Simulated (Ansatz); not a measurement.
A nudged elastic band was laid between two geometries of ClF4H3OW (10 atoms, charge 0, multiplicity 1).

The calculation used Ansatz 0.2.0, RKS BLYP-D4/def2-SVP.

* movable images: 5
* climbing image: yes
* spring: 5.0 eV/Å²
* optimiser: quadratic models (default)
* start path: through a guess of the saddle point
* force threshold: 0.03 eV/Å
* iteration limit: 60
* end points: relaxed

Image 0:

```xyz
10
Properties=species:S:1:pos:R:3
W -0.080 0.205 0.093
Cl -1.019 0.186 2.268
F 1.470 0.452 -1.007
F -0.265 2.043 -0.281
F -1.887 0.144 -0.432
F 0.871 -1.298 0.783
H -0.228 -0.979 -1.114
O 1.623 1.170 1.425
H 2.455 1.120 0.905
H 1.775 0.655 2.246
```

Image 6:

```xyz
10
Properties=species:S:1:pos:R:3
W 0.251 0.164 -0.228
Cl -0.497 0.642 3.620
F 1.901 0.309 -1.221
F -0.376 1.822 -0.826
F -1.511 -0.136 0.328
F 0.539 -1.639 0.173
H -0.040 -0.361 -1.837
O 1.463 0.880 1.077
H 2.400 1.083 0.851
H 0.585 0.932 2.950
```

(1) What changes between the two ends?

(2) Give the energies along the band, and the barrier.

(3) What is the geometry of the highest image?

Results:

(1) Bonds broken: W1–Cl2, O8–H10. Bonds formed: Cl2–H10. ClF4H3OW becomes ClH + F4H2OW.

(2) The forces met the threshold. The highest image is number 4 of 0 to 6, 0.65 eV above the first end and 0.25 eV above the last; the last end lies 0.41 eV above the first. The profile has 2 maxima (images 2, 4) with wells between them (image 3): this band takes more than one step, which may be the mechanism or a detour left from its start path. A vibrational analysis at the climbing image gives one clearly imaginary mode, 525i cm⁻¹: a first-order saddle point. The orbitals stay closed-shell, which can raise the energy where a bond breaks towards radicals; this wasn't checked here.

```tsv
image	path coordinate (Å)	energy (eV)	W1–Cl2 (Å)	O8–H10 (Å)	Cl2–H10 (Å)
0	0.00	0.00	2.37	0.98	2.83
1	0.87	0.13	2.43	0.98	2.55
2	1.74	0.15	2.42	0.98	2.72
3	2.60	0.12	2.50	1.00	2.14
4	3.47	0.65	2.86	1.34	1.48
5	4.52	0.46	3.40	1.94	1.31
6	5.57	0.41	3.95	2.07	1.30
```

(3) 
```xyz
10
Properties=species:S:1:pos:R:3
W 0.201 0.139 -0.032
Cl -0.556 0.713 2.662
F 1.825 -0.210 -0.948
F -0.481 1.876 -0.190
F -1.555 -0.522 -0.073
F 0.562 -1.524 0.771
H -0.154 0.172 -1.695
O 1.583 1.161 1.111
H 2.495 0.799 1.084
H 0.795 1.093 2.198
```

Time of the run: 5.7 min on 4 threads of Arm Neoverse V1 (shared host), peak memory 0.21 GiB.
